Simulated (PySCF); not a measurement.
PySCF input (M06-2X/6-31G* (5d)):

```python
from pyscf import gto, dft

mol = gto.M(
    atom='''
    C    -2.85520100   -0.52831300    0.19470100
    O    -1.52797100   -0.26024100   -0.20757200
    C    -0.94654900    0.83672100    0.48153600
    Si    0.82271200    1.05219400   -0.16952000
    Si    1.91477400   -1.02012500   -0.11845800
    H    -2.90376800   -0.77199100    1.26349700
    H    -3.50931800    0.33121400    0.00193000
    H    -3.20474600   -1.38196900   -0.38420700
    H    -1.53717000    1.75157600    0.32846500
    H    -0.92602800    0.64836900    1.56526700
    H     1.51742800    2.03548800    0.70190800
    H     0.79449200    1.59637400   -1.54967300
    H     1.73908400   -1.64224300    1.21800200
    H     3.36915500   -0.84859200   -0.36269400
    H     1.37033200   -1.93571600   -1.14764700
    ''',
    basis='6-31g*',
    charge=1,
    spin=1,
    verbose=4,
)

mf = dft.UKS(mol, xc='m062x')
mf.grids.level = 4
mf.conv_tol = 1e-9
mf.max_cycle = 100
mf.max_memory = 1500
mf.kernel()
if not mf.converged:
    mf = mf.newton()
    mf.kernel(mf.make_rdm1())
mo, _, stable, _ = mf.stability(return_status=True)
if not stable:
    mf.kernel(mf.make_rdm1(mo, mf.mo_occ))
    stable = mf.stability(return_status=True)[2]
mf.dip_moment()
```

Output:

```
PySCF version 2.14.0

[INPUT] verbose = 4
[INPUT] num. atoms = 15
[INPUT] num. electrons = 57
[INPUT] charge = 1
[INPUT] spin (= nelec alpha-beta = 2S) = 1
[INPUT] symmetry False subgroup None
[INPUT] Mole.unit = angstrom
[INPUT] Symbol           X                Y                Z      unit          X                Y                Z       unit  Magmom
[INPUT]  1 C     -2.855201000000  -0.528313000000   0.194701000000 AA   -5.395547920584  -0.998366878047   0.367931566179 Bohr   0.0
[INPUT]  2 O     -1.527971000000  -0.260241000000  -0.207572000000 AA   -2.887446716278  -0.491784216383  -0.392254231128 Bohr   0.0
[INPUT]  3 C     -0.946549000000   0.836721000000   0.481536000000 AA   -1.788718373481   1.581173532672   0.909971159119 Bohr   0.0
[INPUT]  4 Si     0.822712000000   1.052194000000  -0.169520000000 AA    1.554700359393   1.988358489911  -0.320346372636 Bohr   0.0
[INPUT]  5 Si     1.914774000000  -1.020125000000  -0.118458000000 AA    3.618398450438  -1.927756862822  -0.223853177264 Bohr   0.0
[INPUT]  6 H     -2.903768000000  -0.771991000000   1.263497000000 AA   -5.487326249276  -1.458851560629   2.387663289210 Bohr   0.0
[INPUT]  7 H     -3.509318000000   0.331214000000   0.001930000000 AA   -6.631649904006   0.625903748622   0.003647171420 Bohr   0.0
[INPUT]  8 H     -3.204746000000  -1.381969000000  -0.384207000000 AA   -6.056092238795  -2.611542922639  -0.726046005141 Bohr   0.0
[INPUT]  9 H     -1.537170000000   1.751576000000   0.328465000000 AA   -2.904830306898   3.309998926361   0.620708891505 Bohr   0.0
[INPUT] 10 H     -0.926028000000   0.648369000000   1.565267000000 AA   -1.749939303679   1.225239837658   2.957925941820 Bohr   0.0
[INPUT] 11 H      1.517428000000   2.035488000000   0.701908000000 AA    2.867523333747   3.846514849839   1.326413884641 Bohr   0.0
[INPUT] 12 H      0.794492000000   1.596374000000  -1.549673000000 AA    1.501372288158   3.016709652376  -2.928457552633 Bohr   0.0
[INPUT] 13 H      1.739084000000  -1.642243000000   1.218002000000 AA    3.286392467613  -3.103389499984   2.301690199172 Bohr   0.0
[INPUT] 14 H      3.369155000000  -0.848592000000  -0.362694000000 AA    6.366780221209  -1.603606471497  -0.685392327023 Bohr   0.0
[INPUT] 15 H      1.370332000000  -1.935716000000  -1.147647000000 AA    2.589552179727  -3.657973094939  -2.168738517679 Bohr   0.0

nuclear repulsion = 289.562769938734
number of shells = 54
number of NR pGTOs = 223
number of NR cGTOs = 98
basis = 6-31g*
ecp = {}

******** <class 'pyscf.dft.uks.UKS'> ********
method = UKS
initial guess = minao
damping factor = 0
level_shift factor = 0
DIIS = <class 'pyscf.scf.diis.CDIIS'>
diis_start_cycle = 1
diis_space = 8
diis_damp = 0
SCF conv_tol = 1e-09
SCF conv_tol_grad = None
SCF max_cycles = 100
direct_scf = True
direct_scf_tol = 1e-13
number electrons alpha = 29  beta = 28
XC library pyscf.dft.libxc version 7.1.2
    S. Lehtola, C. Steigemann, M. J. T. Oliveira, and M. A. L. Marques,  SoftwareX 7, 1–5 (2018)
XC functionals = m062x
    Y. Zhao and D. G. Truhlar,  Theor. Chem. Acc. 120, 215 (2008)
    Y. Zhao and D. G. Truhlar,  Theor. Chem. Acc. 120, 215 (2008)
radial grids:
    Treutler-Ahlrichs [JCP 102, 346 (1995); DOI:10.1063/1.469408] (M4) radial grids

becke partition: Becke, JCP 88, 2547 (1988); DOI:10.1063/1.454033
pruning grids: <function nwchem_prune>
grids dens level: 4
symmetrized grids: False
atomic radii adjust function: <function treutler_atomic_radii_adjust>
small_rho_cutoff = 0
Set gradient conv threshold to 3.16228e-05
tot grids = 300392
init E= -736.406804691492
  alpha nocc = 29  HOMO = -0.301161610764298  LUMO = -0.00415716653112508
  beta  nocc = 28  HOMO = -0.3349402082135  LUMO = -0.301161610764299

WARN: HOMO -0.301161610764298 >= LUMO -0.301161610764299

cycle= 1 E= -735.775837948701  delta_E= 0.631  |g|= 0.378  |ddm|= 2.21
  alpha nocc = 29  HOMO = -0.426446035070466  LUMO = -0.188835715724933
  beta  nocc = 28  HOMO = -0.469823522422685  LUMO = -0.420482240546608
  HOMO = -0.42644603507  LUMO = -0.420482240547  gap/eV = 0.16228
cycle= 2 E= -735.569510695126  delta_E= 0.206  |g|= 0.792  |ddm|=  1.2
  alpha nocc = 29  HOMO = -0.569148479274986  LUMO = -0.147723203853546
  beta  nocc = 28  HOMO = -0.502303106587403  LUMO = -0.454471726111285
  HOMO = -0.502303106587  LUMO = -0.454471726111  gap/eV = 1.30156
cycle= 3 E= -735.851781693372  delta_E= -0.282  |g|= 0.146  |ddm|= 0.995
  alpha nocc = 29  HOMO = -0.528134445776842  LUMO = -0.131853135334365
  beta  nocc = 28  HOMO = -0.478222435957834  LUMO = -0.413741160386184
  HOMO = -0.478222435958  LUMO = -0.413741160386  gap/eV = 1.75462
cycle= 4 E= -735.863357554915  delta_E= -0.0116  |g|= 0.0346  |ddm|= 0.193
  alpha nocc = 29  HOMO = -0.534825894333876  LUMO = -0.133561544783613
  beta  nocc = 28  HOMO = -0.492639916658039  LUMO = -0.403952226800909
  HOMO = -0.492639916658  LUMO = -0.403952226801  gap/eV = 2.41331
cycle= 5 E= -735.864472896924  delta_E= -0.00112  |g|= 0.0218  |ddm|= 0.0637
  alpha nocc = 29  HOMO = -0.538318215499597  LUMO = -0.133632124610527
  beta  nocc = 28  HOMO = -0.495516530204607  LUMO = -0.401095869196397
  HOMO = -0.495516530205  LUMO = -0.401095869196  gap/eV = 2.56932
cycle= 6 E= -735.864774388171  delta_E= -0.000301  |g|= 0.0271  |ddm|= 0.0437
  alpha nocc = 29  HOMO = -0.543354395009731  LUMO = -0.132515107935596
  beta  nocc = 28  HOMO = -0.495563389819861  LUMO = -0.399841211658686
  HOMO = -0.49556338982  LUMO = -0.399841211659  gap/eV = 2.60473
cycle= 7 E= -735.865108443697  delta_E= -0.000334  |g|= 0.0246  |ddm|= 0.0289
  alpha nocc = 29  HOMO = -0.549783324535321  LUMO = -0.130932702400558
  beta  nocc = 28  HOMO = -0.495866127423317  LUMO = -0.398631827403566
  HOMO = -0.495866127423  LUMO = -0.398631827404  gap/eV = 2.64588
cycle= 8 E= -735.865750314679  delta_E= -0.000642  |g|= 0.0196  |ddm|= 0.0701
  alpha nocc = 29  HOMO = -0.542071430252182  LUMO = -0.128742275189323
  beta  nocc = 28  HOMO = -0.495575860743688  LUMO = -0.396844956332563
  HOMO = -0.495575860744  LUMO = -0.396844956333  gap/eV = 2.68660
cycle= 9 E= -735.866321584501  delta_E= -0.000571  |g|= 0.0135  |ddm|= 0.0824
  alpha nocc = 29  HOMO = -0.535383916448021  LUMO = -0.12695172563048
  beta  nocc = 28  HOMO = -0.494381178469125  LUMO = -0.397077511624728
  HOMO = -0.494381178469  LUMO = -0.397077511625  gap/eV = 2.64777
cycle= 10 E= -735.866674951579  delta_E= -0.000353  |g|= 0.00749  |ddm|= 0.0714
  alpha nocc = 29  HOMO = -0.528302898006057  LUMO = -0.125255156009512
  beta  nocc = 28  HOMO = -0.493917939555099  LUMO = -0.396052688838139
  HOMO = -0.493917939555  LUMO = -0.396052688838  gap/eV = 2.66305
cycle= 11 E= -735.866874772811  delta_E= -0.0002  |g|= 0.00176  |ddm|= 0.0767
  alpha nocc = 29  HOMO = -0.527614785768449  LUMO = -0.125030904012754
  beta  nocc = 28  HOMO = -0.49295595570845  LUMO = -0.397588635067979
  HOMO = -0.492955955708  LUMO = -0.397588635068  gap/eV = 2.59508
cycle= 12 E= -735.866915541367  delta_E= -4.08e-05  |g|= 0.00122  |ddm|= 0.0243
  alpha nocc = 29  HOMO = -0.526624892447685  LUMO = -0.124809393037899
  beta  nocc = 28  HOMO = -0.492927193126826  LUMO = -0.397086813337813
  HOMO = -0.492927193127  LUMO = -0.397086813338  gap/eV = 2.60795
cycle= 13 E= -735.866925983165  delta_E= -1.04e-05  |g|= 0.00052  |ddm|= 0.0127
  alpha nocc = 29  HOMO = -0.526323456949205  LUMO = -0.124814569506153
  beta  nocc = 28  HOMO = -0.493012753933922  LUMO = -0.396789310340496
  HOMO = -0.493012753934  LUMO = -0.39678931034  gap/eV = 2.61837
cycle= 14 E= -735.86692914521  delta_E= -3.16e-06  |g|= 0.000294  |ddm|= 0.00715
  alpha nocc = 29  HOMO = -0.526115053318086  LUMO = -0.124775944975327
  beta  nocc = 28  HOMO = -0.492898736666198  LUMO = -0.396810742356633
  HOMO = -0.492898736666  LUMO = -0.396810742357  gap/eV = 2.61469
cycle= 15 E= -735.866930084636  delta_E= -9.39e-07  |g|= 0.00016  |ddm|= 0.00493
  alpha nocc = 29  HOMO = -0.525900809496054  LUMO = -0.124741041909358
  beta  nocc = 28  HOMO = -0.492921802489196  LUMO = -0.396704390393617
  HOMO = -0.492921802489  LUMO = -0.396704390394  gap/eV = 2.61821
cycle= 16 E= -735.866930154365  delta_E= -6.97e-08  |g|= 0.00013  |ddm|= 0.00227
  alpha nocc = 29  HOMO = -0.526012525086906  LUMO = -0.124761525747244
  beta  nocc = 28  HOMO = -0.492897796386379  LUMO = -0.39678152919469
  HOMO = -0.492897796386  LUMO = -0.396781529195  gap/eV = 2.61546
cycle= 17 E= -735.866930190763  delta_E= -3.64e-08  |g|= 2.81e-05  |ddm|= 0.00101
  alpha nocc = 29  HOMO = -0.526036890814052  LUMO = -0.124768751307601
  beta  nocc = 28  HOMO = -0.492898827737275  LUMO = -0.396778797583431
  HOMO = -0.492898827737  LUMO = -0.396778797583  gap/eV = 2.61556
cycle= 18 E= -735.866930194  delta_E= -3.24e-09  |g|= 1.64e-05  |ddm|= 0.000219
  alpha nocc = 29  HOMO = -0.526029494675958  LUMO = -0.124766764667062
  beta  nocc = 28  HOMO = -0.492895934897001  LUMO = -0.39677394225038
  HOMO = -0.492895934897  LUMO = -0.39677394225  gap/eV = 2.61561
cycle= 19 E= -735.866930195416  delta_E= -1.42e-09  |g|= 9.04e-06  |ddm|= 0.000163
  alpha nocc = 29  HOMO = -0.526028577626671  LUMO = -0.12476690159135
  beta  nocc = 28  HOMO = -0.492895802904123  LUMO = -0.396774321119647
  HOMO = -0.492895802904  LUMO = -0.39677432112  gap/eV = 2.61560
cycle= 20 E= -735.866930195725  delta_E= -3.1e-10  |g|= 4.56e-06  |ddm|= 4.73e-05
  alpha nocc = 29  HOMO = -0.526027163940378  LUMO = -0.124766213453111
  beta  nocc = 28  HOMO = -0.492895458211632  LUMO = -0.39677434003239
  HOMO = -0.492895458212  LUMO = -0.396774340032  gap/eV = 2.61559
Extra cycle  E= -735.866930195766  delta_E= -4.09e-11  |g|= 3.94e-06  |ddm|= 1.17e-05
converged SCF energy = -735.866930195766  <S^2> = 0.7552153  2S+1 = 2.0052085
uhf_internal: lowest eigs of H = [0.03655208 0.07085401 0.12073337]
<class 'pyscf.dft.uks.UKS'> wavefunction is stable in the internal stability analysis

WARN: System has nonzero charge 1; the dipole moment is origin-dependent.
Location of origin: [0. 0. 0.]

Dipole moment(X, Y, Z, Debye): -3.38049,  0.84759,  1.34116
```

The dipole moment of an ion depends on the origin.

The geometry given is a B3LYP-D3(BJ)/def2-TZVP minimum of the species of charge 0 and multiplicity 1, not of this state.
